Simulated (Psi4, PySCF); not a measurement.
Input for PySCF:
```python
from pyscf import gto, scf, mp

mol = gto.Mole()
mol.atom = '''
    N     1.07284404   -0.47233394   -0.03757332
    Si   -0.46623376    0.17659403    0.02505938
    H     1.90814349    0.00985181   -0.32564380
    H    -0.91969709   -0.03779712    1.41254787
    H    -1.29533293   -0.71428448   -0.80899513
    H    -0.67574904    1.57625096   -0.36572701
'''
mol.basis = '6-31g**'
mol.spin = 1
mol.verbose = 4
mol.build()

mf = scf.UHF(mol)
mf.kernel()

pt = mp.MP2(mf, frozen=6)
pt.kernel()
print('E(MP2) = %.10f' % pt.e_tot)
```

Convert this to an input for Psi4.

This is not unique; one that fits is 
```
memory 2 GB

molecule {
0 2
  N     1.07284404   -0.47233394   -0.03757332
  Si   -0.46623376    0.17659403    0.02505938
  H     1.90814349    0.00985181   -0.32564380
  H    -0.91969709   -0.03779712    1.41254787
  H    -1.29533293   -0.71428448   -0.80899513
  H    -0.67574904    1.57625096   -0.36572701
}

set basis 6-31g**
set reference uhf
set freeze_core true
set mp2_type conv
set scf_type pk
set puream true
set d_convergence 1e-8

energy('mp2')
print_variables()
```

Both were run: PySCF gave -345.882798 Eh and Psi4 -345.882798 Eh, 0.000 mEh apart.
